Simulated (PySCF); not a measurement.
Delta-SCF ions had no search for a lower state. Excitations are Tamm–Dancoff values on a coarser integration grid. The basis has no diffuse functions, so Rydberg states are missing or too high.

# C2H6N2, SMILES `[H]/N=C(/C)N` (N–C–N–H torsion 16°) (charge 0, multiplicity 1)

The numbers are results of TPSSh-D3(BJ)/def2-TZVP // B3LYP-D3(BJ)/def2-TZVP (PySCF), not measurements.

| Quantity | Result |
|---|---|
| HOMO | -6.22 eV |
| dipole moment | 3.34 D |
| LUMO | 0.38 eV |
| HOMO–LUMO gap | 6.60 eV |
| S1 excitation (TDA) | 6.19 eV |
| S1 oscillator strength | 0.008 |
| T1 excitation (TDA) | 4.94 eV |
| S1–T1 gap (TDA) | 1.25 eV |
| vertical ionisation energy (Delta-SCF) | 9.12 eV |
| total energy | -189.4143 Ha |
| cost | roughly 5 core-minutes |

```xyz
10

C      1.2401    -0.1105     0.1744
C     -0.1959     0.3208     0.0496
N     -0.5000     1.5529     0.1678
N     -1.0856    -0.7223    -0.1390
H      1.3568    -0.8248     0.9925
H      1.8607     0.7599     0.3639
H      1.5784    -0.5983    -0.7438
H     -1.5042     1.7076     0.0675
H     -2.0204    -0.4929    -0.4348
H     -0.7298    -1.5924    -0.4980
```
